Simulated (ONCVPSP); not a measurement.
# Before and after: ONCV potential for Br (Z = 35)

- Element: bromine
- Generator: ONCVPSP 4.0.1
- Type: optimised norm-conserving Vanderbilt (ONCV)
- Functional: PBE
- Relativity: fully relativistic
- Frozen core: [Ne] 3s2
- Valence charge: 23
- Reference configuration: 3p6 3d10 4s2 4p5
- Partial waves: 4s: rc 1.50 bohr, ncon 4, nbas 8, qcut 4.2 1/bohr, 2 projectors, debl 3.7 Ha; 3p+4p: rc 0.95 bohr, ncon 5, nbas 8, qcut 11.5 1/bohr, 2 projectors; 3d: rc 0.60 bohr, ncon 4, nbas 8, qcut 20.8 1/bohr, 2 projectors, debl 0.6 Ha; f scattering state at 0.15 Ha: rc 1.60 bohr, ncon 4, nbas 8, qcut 7.6 1/bohr, 2 projectors, debl 0.7 Ha
- Local potential: polynomial inside 0.55 bohr (lpopt 5, dvloc0 6 Ha)
- Core correction: polynomial model core, fcfact 0.65

Open shells are filled in proportion to 2j + 1.

In the d channel the program set the typed energies aside and used -2.435, 0.250 Ha (j = l + 1/2; the other j can differ).

All-electron outer shells of the reference configuration (PBE, scalar-relativistic, ld1.x):

```csv
shell,level (eV),outermost node (bohr),outermost maximum (bohr)
2p,-1528.56,–,0.13
3s,-238.08,0.23,0.48
3p,-173.49,0.21,0.48
3d,-66.72,–,0.43
4s,-20.13,0.67,1.41
4p,-7.86,0.70,1.66
```

Change: s: rc 2.04.

Cutoffs: the cutoffs (Ha) at which the residual kinetic energy of the hardest occupied pseudo-wave falls to 1 and 0.1 mHa per electron; they do not see the model core or the augmentation charge, which bear on the density cutoff. Errors are all-electron minus pseudo energies relative to the spin-unpolarised reference configuration.

Task: What does the change do?

Result: The potential gets neither clearly harder nor softer (220 Ha and 619 Ha → 220 Ha and 619 Ha); both files keep a bound ghost (s); of the 4 tests that both files solve, the error grows in 4 and shrinks in 0 by more than 15 % and 0.3 meV (median size 3.5 → 20.3 meV). More of the atom is replaced by a form fitted at one configuration, so other configurations suffer.

| quantity | base | changed |
| --- | --- | --- |
| cutoff, loose | 220 Ha | 220 Ha |
| cutoff, tight | 619 Ha | 619 Ha |
| loose cutoff by channel | s 37 Ha, p 72 Ha, d 220 Ha | s 8.0 Ha, p 72 Ha, d 220 Ha |
| bound ghosts | s | s |
| GHOST(+) flags under 300 eV | f7/2 at 102.7 eV, f5/2 at 110.7 eV | f7/2 at 102.7 eV, f5/2 at 110.7 eV |
| error for 3p6 3d10 4s2 4p4, meV [ΔE 12.56 eV] | +1.5 | +2.5 |
| error for 3p6 3d10 4s2 4p3, meV [ΔE 35.33 eV] | +3.0 | +10 |
| error for 3p6 3d10 4s2 4p2, meV [ΔE 69.32 eV] | +4.1 | +30 |
| error for 3p6 3d10 4s1 4p6, meV [ΔE 12.36 eV] | -11 | -32 |
| p3/2: phases at 0.97 bohr within 0.05 rad from the reference energy up to (Ha; the scan ends near 5) | to the end of the scan | to the end of the scan |
| p1/2: phases at 0.97 bohr within 0.05 rad from the reference energy up to (Ha; the scan ends near 5) | to the end of the scan | to the end of the scan |
| d5/2: phases at 0.61 bohr within 0.05 rad from the reference energy up to (Ha; the scan ends near 5) | to the end of the scan | to the end of the scan |
| d3/2: phases at 0.61 bohr within 0.05 rad from the reference energy up to (Ha; the scan ends near 5) | to the end of the scan | to the end of the scan |
| f7/2: phases at 1.62 bohr within 0.05 rad from the reference energy up to (Ha; the scan ends near 5) | 3.4 | 3.4 |
| f5/2: phases at 1.62 bohr within 0.05 rad from the reference energy up to (Ha; the scan ends near 5) | 3.7 | 3.7 |
| rms error of d²Exc/dni dnj with the model core, mHa | 6.15 | 6.30 |

 A true bound ghost makes a file unfit for plane-wave use even where its test errors are small: the radial tests pick states by their node count and pass the ghost by.
